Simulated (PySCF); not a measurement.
## Electronic absorption of C5H3ClN2

Compound: C₅H₃ClN₂.
Structure used (GFN2-xTB), in Å, numbered top down from 1:
```
atom  x, y, z in Å
N1     3.5632    0.1396   -0.2913
C2     2.4401   -0.0766   -0.2160
C3     1.0632   -0.3518   -0.1227
C4     0.1387    0.5995    0.0383
Cl5    0.5812    2.2670    0.1464
C6    -1.3387    0.3555    0.1447
C7    -1.6890   -1.0400    0.0414
N8    -1.9721   -2.1434   -0.0390
H9     0.7792   -1.3935   -0.1869
H10   -1.8574    0.9091   -0.6458
H11   -1.7030    0.7372    1.1049
```

Method used: PySCF, TDDFT CAM-B3LYP/def2-SVPD, vertical, gas phase, core orbitals frozen in the response.

| state | E (eV) | E (hartree) | f | symmetry | main configurations (H = HOMO, L = LUMO) |
| --- | --- | --- | --- | --- | --- |
| S1 | 5.88 | 0.2162 | 0.348 | A′ | H→L (94%) |
| S2 | 6.35 | 0.2334 | 0.0000 | – | H-2→L (46%), H-1→L (43%) |
| S3 | 6.71 | 0.2467 | 0.0000 | – | H-1→L (53%), H-2→L (38%) |
| S4 | 6.74 | 0.2477 | 0.0007 | – | H→L+1 (71%), H→L+2 (15%) |
| S5 | 7.15 | 0.2629 | 0.0000 | – | H→L+4 (38%), H→L+2 (20%), H→L+5 (18%) |
| S6 | 7.48 | 0.2749 | 0.050 | A′ | H-3→L (44%), H-4→L (42%) |
| S7 | 7.60 | 0.2792 | 0.0043 | A″ | H→L+2 (53%), H→L+6 (16%), H→L+1 (15%) |
| S8 | 7.73 | 0.2841 | 0.0098 | A″ | H-6→L (90%) |

Triplets (Tamm–Dancoff): T1 3.54 eV, H→L (93%); T2 5.97 eV, H-2→L (46%), H-1→L (30%); T3 6.22 eV, H-4→L (44%), H-8→L (14%).

The lowest singlet lies at 5.88 eV (211 nm, ultraviolet) and is strong; its leading configuration is HOMO→LUMO (94%). The lowest level is also the most intense of those listed (f = 0.348). Löwdin shares by element: HOMO carbon 45% or more, chlorine 21%, nitrogen 17% or more (atoms not listed hold the other 17%); LUMO carbon 65% or more, nitrogen 14% or more (atoms not listed hold the other 20%). The listed states span 1.85 eV, and the widest gap between neighbours is 0.47 eV (S1 to S2). Orbital energies (eV): HOMO-3 -11.74, HOMO-2 -11.57, HOMO-1 -11.42, HOMO -9.74, LUMO -1.13, LUMO+1 0.42, LUMO+2 0.66. The oscillator strengths of these states sum to 0.413; summed over the whole spectrum of an exact calculation they would give the number of electrons, 64 (Thomas–Reiche–Kuhn). No computed singlet lies in the visible range (380 to 750 nm); the lowest, at 211 nm, stands 2.62 eV above its violet end (3.26 eV). Symmetry labels in Cs follow from the direction of the transition dipole and are given only for states with f of 0.002 or more. Only the lowest 8 singlets were computed, as vertical energies without vibronic structure.

One conformer stands for the species.
